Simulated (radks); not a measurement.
Spherical jellium clusters: N electrons in a uniform positive sphere of charge N and radius rs N^(1/3), rs = 5.25 bohr. Calculated with a radial shooting solver with Libxc functionals: non-relativistic Kohn-Sham, LDA (Slater exchange, Perdew-Wang correlation), spin-polarised, spherical densities. Levels are named by radial order and angular momentum (1s, 1p, 1d, 2s, ...), and open shells are averaged over m.

N = 16, configuration 1s2 1p6 1d(up 5, down 3). This is the lowest configuration that the search found. Occupied and some empty levels:

level,occupation,eigenvalue (eV),<r> (bohr)
1s up,1,-3.6905,8.216
1s down,1,-3.5969,8.036
1p up,3,-3.1696,9.725
1p down,3,-3.0527,9.699
1d up,5,-2.5115,10.75
1d down,3,-2.3909,10.79
2s up,0,-2.1888,8.671
2s down,0,-2.1374,8.784
1f up,0,-1.7383,11.66
1f down,0,-1.6237,11.74
2p up,0,-1.2860,10.72
2p down,0,-1.2272,10.79

Energy (eV): total -28.6356, kinetic 17.332, external -628.13, Hartree 312.83, exchange-correlation -46.616, background 315.94.

Electron density:

r (bohr),n(r) (e/bohr^3)
0.417,0.0007953
1.99,0.0008976
3.56,0.001141
5.13,0.001503
6.71,0.001887
8.28,0.002097
9.85,0.001903
11.4,0.001291
13.0,0.0006138
14.6,0.0002110
16.1,0.00006011
17.7,0.00001530
19.3,3.647e-06
20.9,8.305e-07
